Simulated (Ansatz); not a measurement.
Input file for Ansatz (an electronic-structure program): U-CCSD(T)/cc-pVQZ on O (SMILES [O]).

Ansatz 0.2 input:
```yaml
crystal:
  periodic: [false, false, false]
  atoms:
    - {symbol: O, position_ang: [0.00000000, 0.00000000, 0.00000000]}
basis:
  gaussian:
    orbitals: cc-pVQZ
magnetization: {spin_polarized: true, initial_magnetization: 2}
correlation: {method: ccsd_t, electrons: outside_noble_gas}
scf: {omitted_lower_state_checks: [cluster_reference]}
```

Question: What total energy does the run end on?

Answer: -74.9936 hartree (reference determinant -74.8173, T1 diagnostic 0.006).
